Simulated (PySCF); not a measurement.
# Assigning NMR signals

Numbering as in the mapped SMILES `[O:1]=[CH:2][C:3]([SiH3:4])([SiH3:5])[SiH2:6][C:7]([F:8])([F:9])[F:10]`; H(Xn) means a hydrogen on atom n.

All values are calculated (PySCF 2.14.0 with density-fitted response routines): GFN2-xTB geometry, PBE0/pcSseg-1 with gauge-including orbitals. In vacuum, single conformer, one averaged value for each set of equivalent atoms, non-relativistic Hamiltonian.

Scale: $^{13}$C (186.93 ppm), $^{1}$H (31.72 ppm) vs TMS (reference shieldings calculated alike).

Task: Assign these signals to the numbered atoms. $^{13}$C{$^{1}$H} NMR (computed): δ 209.9 (CH), 138.7 (C), 29.9 (C).

Result: 
209.9 → C2, aldehyde carbonyl carbon: low-lying n→π* states of the double bond to the heteroatom give a large paramagnetic term (-276 ppm)
138.7 → C7, CF3 carbon: 3 electronegative neighbours deshield it
29.9 → C3, fully substituted sp3 carbon bonded to 3 Si, α to a carbonyl: the adjacent C=O deshields it moderately

Task: Assign these signals to the numbered atoms. $^{1}$H NMR (400 MHz, computed): δ 9.58 (s, 1H), 4.59 (m, 2H), 4.18 (s, 6H).

Result: 
9.58 → H(C2), hydrogen on an aldehyde carbonyl carbon: the C=O anisotropy and electron withdrawal place aldehyde protons far downfield
4.59 → H(Si6), hydrogen on a silicon bonded to 2 C
4.18 → H(Si4)/H(Si5), hydrogen on a silicon bonded to C

Splittings by $^{19}$F in the carbon and heteronuclear signals aren't shown, as no couplings were computed. Shifts are as computed. Against solution values, carbons near 30 ppm lie about +3 ppm off and those near 130 ppm about +5 ppm. Of 1211 compounds with measured shifts, 218 miss one by over three times the rms of a fit or turn the order of signals round; such compounds aren't used in these exercises. No couplings were computed; multiplicities are counted from neighbouring protons, with m where these are inequivalent, close in shift, in a saturated or five-membered ring or joined by F or P, and br s for small geminal =CH2 splittings.
